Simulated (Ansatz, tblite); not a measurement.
Cost and result up the ladder for the cluster Sb2As⁺ (the lowest singlet isomer of a short search) (3 atoms). Total charge 1; singlet. Geometry: PBE-D4/def2-TZVP.

```
atom   x (Å)   y (Å)   z (Å)
 As1  -0.572   1.240  -0.436
 Sb2  -0.242  -0.424   1.472
 Sb3   0.815  -0.817  -1.036
```

Ansatz on 4 threads of Intel Xeon on a shared host; xTB runs through tblite on one thread. Times are rough, summed over both states, and most runs start from the orbitals of an earlier one. RPA@PBE/def2-TZVP serves as the yardstick here, not as an exact answer. The other state is a triplet at its own geometry.

In the def2 sets Sb takes a core potential; there is no spin–orbit coupling. The xTB rows come from tblite. HSE06 is defined as in plane-wave codes, on full-range PBE exchange. Correlated methods freeze 17 core orbitals; core or outer-core shells of As, Sb are correlated, in sets that lack core-valence functions. At PBE0-D4/def2-TZVP a singlet of charge 1 lies 1.11 eV below the triplet, each at its own geometry. The structure comes from a short search, and lower isomers may exist.

Run but left out: HF/def2-TZVP (singlet: restricted singlet, unstable towards broken spin symmetry); MP2/def2-TZVP (triplet: ⟨S²⟩ 2.68, where a pure state has 2.00).

Correlated methods converge slowly with the basis.

xTB has no spin-polarisation term.

```
                         level  functions  triplet − singlet (eV)  difference from RPA@PBE/def2-TZVP (eV)                                  remarks
             PBE0-D4/def2-TZVP        148                    1.11                                   -0.05  spin-contaminated (⟨S²⟩ 2.16) (triplet)
                      GFN1-xTB         27                    1.42                                    0.25                                        –
            HSE06-D4/def2-TZVP        148                    1.10                                   -0.06  spin-contaminated (⟨S²⟩ 2.15) (triplet)
          r2SCAN0-D4/def2-TZVP        148                    0.93                                   -0.23  spin-contaminated (⟨S²⟩ 2.27) (triplet)
           r2SCAN-D4/def2-TZVP        148                    0.99                                   -0.18  spin-contaminated (⟨S²⟩ 2.15) (triplet)
             RPA@PBE/def2-TZVP        148                    1.17                                    0.00                                        –
                      GFN2-xTB         27                    0.94                                   -0.22                                        –
         LDA (SPW92)/def2-TZVP        148                    1.33                                    0.16                                        –
B97M-V/def2-TZVP (with forces)        148                    1.17                                    0.00                                        –
              PBE-D4/def2-TZVP        148                    1.15                                   -0.02                                        –
```

Q: Estimate how long each takes.

A: GFN2-xTB 0.019 s; GFN1-xTB 0.022 s; LDA (SPW92)/def2-TZVP 7.2 s; PBE-D4/def2-TZVP 10 s; r2SCAN-D4/def2-TZVP 17 s; HSE06-D4/def2-TZVP 19 s; PBE0-D4/def2-TZVP 21 s; RPA@PBE/def2-TZVP 24 s; r2SCAN0-D4/def2-TZVP 27 s; B97M-V/def2-TZVP (with forces) 29 s. On shared hardware such times vary by a factor of up to 3.
